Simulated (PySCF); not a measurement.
**In³⁺ (indium, charge +3) across methods**

[Kr] 4d10, closed-shell 1S. All numbers are calculated (PySCF 2.14, no relativity, point nucleus, in dyall-av2z (22s16p12d, 130 functions)).

```csv
method,E (hartree),mean ε 4s (eV),mean ε 4p (eV),mean ε 4d (eV),Σ⟨r²⟩ (bohr²),⟨S²⟩
PBE,-5740.21,-139.82,-105.16,-48.468,25.72,0.000
M06,-5740.59,-146.84,-110.53,-50.996,25.56,0.000
HSE06,-5740.29,-145.76,-109.79,-50.569,25.63,0.000
UHF,-5738.43363,-163.77,-124.00,-57.359,25.50,0.000
r2SCAN,-5740.75,-143.01,-107.33,-48.938,25.58,0.000
LDA,-5735.39,-139.73,-105.23,-48.717,25.76,0.000
CAM-B3LYP,-5740.97,-146.91,-111.27,-52.481,25.73,0.000
PBE0,-5740.39,-146.16,-110.21,-51.002,25.62,0.000
```

A non-relativistic calculation at this Z misses sizeable relativistic shifts.
